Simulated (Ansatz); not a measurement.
Cost and result up the ladder for Ge₃F₈ (11 atoms). Charge 0, multiplicity 1. Geometry: PBE-D4/def2-SVP.

Cartesian coordinates in Å:
```
Ge 0.435 -1.317 1.655
F 0.209 -1.204 3.371
F 2.114 -1.660 1.369
F -0.464 -2.695 1.096
Ge -0.268 0.712 0.455
F 0.730 2.026 1.023
F -1.902 1.070 0.956
Ge -0.228 0.770 -2.004
F -1.275 -0.444 -2.670
F 1.371 0.441 -2.598
F -0.723 2.301 -2.653
```

Ansatz on 4 threads of Arm Neoverse V1 on a shared host. Times are rough, and most runs start from the orbitals of an earlier one. PBE0-D4/def2-TZVP serves as the yardstick here, not as an exact answer. Differences are given only for rows in sets of like size (and for xTB, whose basis is part of the method), since another set adds its own error. Binding counts from free atoms at the same level (Ge triplet, F doublet; other spins of the atoms weren't run), without zero-point energy or a counterpoise term.

Correlated methods freeze 35 core orbitals; core or outer-core shells of Ge are correlated, in sets that lack core-valence functions. The rows differ in basis, and correlated rows in double-zeta sets carry the largest basis error.

Correlated methods converge slowly with the basis, most of all in double-zeta sets.

| level | functions | binding energy per atom (eV) | difference from PBE0-D4/def2-TZVP (eV) |
| --- | --- | --- | --- |
| PBE0-D4/def2-SVP | 208 | 3.83 | – |
| B2PLYP/def2-TZVP (with forces) | 392 | 3.87 | 0.02 |
| PBE0-D4/def2-TZVP | 392 | 3.85 | 0.00 |
| MP2/def2-SVP | 208 | 3.84 | – |
| PBE-D4/def2-SVP | 208 | 4.09 | – |
| PBE-D4/def2-TZVP | 392 | 4.06 | 0.21 |
| r2SCAN-D4/def2-TZVP | 392 | 3.96 | 0.11 |
| HF/def2-TZVP | 392 | 2.62 | -1.23 |
| RPA@PBE/def2-SVP | 208 | 3.21 | – |

Q: Estimate how long each takes.

A: PBE-D4/def2-SVP 3 s; PBE0-D4/def2-SVP 6.5 s; PBE-D4/def2-TZVP 7 s; MP2/def2-SVP 8 s; RPA@PBE/def2-SVP 10 s; r2SCAN-D4/def2-TZVP 13 s; HF/def2-TZVP 21 s; PBE0-D4/def2-TZVP 25 s; B2PLYP/def2-TZVP (with forces) 1.8 min. On shared hardware such times vary by a factor of up to 3.
